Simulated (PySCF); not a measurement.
TiH₄, SMILES [TiH4], multiplicity 1. Atoms are numbered in the order given.

```xyz
5

Ti     0.0000     0.0000     0.0000
H      0.9798     0.9798     0.9798
H     -0.9798     0.9798    -0.9798
H     -0.9798    -0.9798     0.9798
H      0.9798    -0.9798    -0.9798
```

The structure is a stationary point at B3LYP-D3(BJ)/def2-TZVPD. The multiplicity is an assumed one; other spin states were not compared.

Calculation: PBE/def2-TZVPD (PySCF).

Mulliken values depend strongly on the basis, most of all with diffuse functions as here. Atomic charges (e):

| atom | meta-Löwdin | Mulliken |
|---|---|---|
| Ti1 | (withheld) | -0.25 |
| H2 | (withheld) | 0.06 |
| H3 | (withheld) | 0.06 |
| H4 | (withheld) | 0.06 |
| H5 | (withheld) | 0.06 |

Complete the blanks. (Estimate from the structure and the level; the computed values follow.)


- Ti1, meta-Löwdin: 0.94
- H2, meta-Löwdin: -0.24
- H3, meta-Löwdin: -0.24
- H4, meta-Löwdin: -0.24
- H5, meta-Löwdin: -0.24
